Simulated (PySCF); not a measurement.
# Kr²⁺: ionisation energy

Kr²⁺ [Ar] 3d10 4s2 4p4 (3P) → Kr³⁺ [Ar] 3d10 4s2 4p3 (4S), as a difference of total energies. Computed with PySCF 2.14 in 6-31G* (5s4p3d, 32 functions), with no relativity, point nucleus. Correlated levels: valence: [Ar] 3d10 frozen. The calculations carry no spin-orbit coupling.

```json
{"method": "UHF", "ionisation energy (eV)": "34.336"}
{"method": "B3LYP", "ionisation energy (eV)": "35.811"}
{"method": "MP2 (valence)", "ionisation energy (eV)": "34.688"}
{"method": "SCS-MP2 (valence)", "ionisation energy (eV)": "34.699"}
{"method": "CCSD(T) (valence)", "ionisation energy (eV)": "34.706"}
```

Problem. Estimate what CCSD (valence) gives.

Solution. 34.698 eV, closest to SCS-MP2 (valence) among the rows shown.

Problem. Estimate what r2SCAN gives.

Solution. 35.678 eV, closest to B3LYP among the rows shown.

These non-relativistic numbers lack the scalar-relativistic shift.

The reference lies between the lowest fine-structure levels, while these numbers refer to the centres of the terms.

Errors of the correlated levels include the incompleteness of this basis and the frozen core.

For comparison: 35.838 ± 0.02 eV (measured; NIST Atomic Spectra Database, ionization energies).
